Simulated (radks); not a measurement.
Task: These are the eigenvalues of the occupied orbitals of an atom or ion with whole-number occupations (hartree). Method: non-relativistic Kohn-Sham, exchange-only r2SCAN, spin-unpolarised, spherical densities, point nucleus; meta-GGA in the generalised Kohn-Sham scheme; computed with a radial shooting solver on a logarithmic mesh with Libxc functionals.

1s: -198.5068
2s: -24.26971
2p: -20.73760
3s: -4.49036
3p: -3.47527
4p: -0.95221

Which element is it, and in what charge state? The configuration may be excited.

Result: Z = 23, vanadium, charge +3: V3+ in [Ar] 4p2. The list shows which subshells hold electrons but not how many an open one holds; the 1s level, -198.51 hartree, gives Z - s = 19.9 by -(Z - s)^2/2, which with screening narrows Z to a few neighbours, and the depths of the outer levels then fix element, charge and occupations together.
